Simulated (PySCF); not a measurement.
C5H4F2, SMILES FC1=C(F)CC=C1. Heavy atoms are numbered as in [F:1][C:2]1=[C:3]([F:4])[CH2:5][CH:6]=[CH:7]1. Hydrogens are named by the atom that carries them.

The structure is a stationary point at B3LYP-D3(BJ)/def2-SVP. The values are those of a single conformer.

Computed with PBE/def2-TZVP in PySCF.

Atomic charges (e), one atom of each kind:

```json
[
 {"atom": "F1", "meta-Löwdin": "-0.23", "Löwdin": "0.22", "Mulliken": "-0.16"},
 {"atom": "C2", "meta-Löwdin": "0.21", "Löwdin": "-0.29", "Mulliken": "0.17"},
 {"atom": "C3", "meta-Löwdin": "0.21", "Löwdin": "-0.29", "Mulliken": "0.09"},
 {"atom": "F4", "meta-Löwdin": "-0.23", "Löwdin": "0.22", "Mulliken": "-0.15"},
 {"atom": "C5 (CH2)", "meta-Löwdin": "-0.23", "Löwdin": "-0.20", "Mulliken": "-0.09"},
 {"atom": "C6 (CH)", "meta-Löwdin": "-0.14", "Löwdin": "-0.15", "Mulliken": "-0.22"},
 {"atom": "C7 (CH)", "meta-Löwdin": "-0.15", "Löwdin": "-0.13", "Mulliken": "-0.14"},
 {"atom": "H on C5", "meta-Löwdin": "0.15", "Löwdin": "0.17", "Mulliken": "0.12"},
 {"atom": "H on C6", "meta-Löwdin": "0.13", "Löwdin": "0.14", "Mulliken": "0.12"},
 {"atom": "H on C7", "meta-Löwdin": "0.14", "Löwdin": "0.14", "Mulliken": "0.13"}
]
```

Computed Mayer and Wiberg (Löwdin basis) orders of the bonds:
| bond | Mayer | Wiberg |
|---|---|---|
| F1–C2 | 1.12 | 1.78 |
| C2–C3 | 1.64 | 1.72 |
| C3–F4 | 1.15 | 1.78 |
| C3–C5 | 1.08 | 1.18 |
| C5–C6 | 1.00 | 1.20 |
| C2–C7 | 1.08 | 1.24 |
| C6–C7 | 1.75 | 1.90 |
